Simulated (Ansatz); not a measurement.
Consider the isomerisation: `FC1(F)C=CC1(F)F` → `F/C=C/C(F)=C(F)F`.

Calculated with Ansatz (gas phase, PBE0-D4/def2-TZVP geometries, no zero-point term in ΔE). CBS: MP2 limit from def2 TZ/QZ plus the TZ coupled-cluster correction, frozen cores. DFT in def2-TZVPP. Each species was taken in one conformer, which may not be the lowest.

`FC1(F)C=CC1(F)F`:

Z-matrix (Å, degrees):
```
C
F 1 1.344
C 1 1.502 2 116.4
C 1 1.565 2 115.1 3 -98.0
F 1 1.344 2 107.3 3 132.4
C 3 1.335 1 94.4 2 -116.0
H 3 1.081 1 131.4 2 64.1
F 4 1.344 1 115.1 2 -125.7
F 4 1.344 1 115.2 2 -0.0
H 6 1.081 3 134.2 1 -180.0
```

`F/C=C/C(F)=C(F)F`:

```xyz
10

F    -0.222    2.941   -0.433
C    -0.576    1.731   -0.003
C     0.189    0.672   -0.235
C    -0.164   -0.646    0.216
F    -1.313   -0.778    0.892
C     0.559   -1.745    0.015
F     0.225   -2.938    0.431
F     1.702   -1.749   -0.632
H    -1.517    1.727    0.531
H     1.117    0.786   -0.782
```

```tsv
level	ΔE (kcal/mol)
LDA (SPW92)	7.6
revPBE-D4	5.2
PBE-QIDH	12.6
BHLYP	7.5
MP2/def2-TZVPP	11.9
SCS-MP2/def2-TZVPP	10.9
CCSD(T)/def2-TZVPP	10.3
HF/def2-QZVPP	10.1
```

(1) What does CCSD(T)/CBS give? (Best estimate.)

Largest T1 diagnostic among the species: 0.013.

Results:

(1) Computed: +11.1 kcal/mol. The listed levels differ from it by -3.5, -5.9, 1.5, -3.6, 0.8, -0.2, -0.8, -1.0 kcal/mol.

From r2SCAN to r2SCAN0 (25 % exact exchange), in def2-TZVPP and without D4, ΔE moves by +3.2 kcal/mol. Leaving LDA and LC-ωPBE aside and taking each functional with its dispersion term where it has one, the values, not all of them listed here, spread over 12.3 kcal/mol, from BLYP-D4 to PBE-QIDH. LDA lies +3.1 kcal/mol from PBE without D4.

CCSD(T)/CBS has its own doubt, a few kJ/mol and more with outer-core shells, so smaller differences from it don't rank the levels.
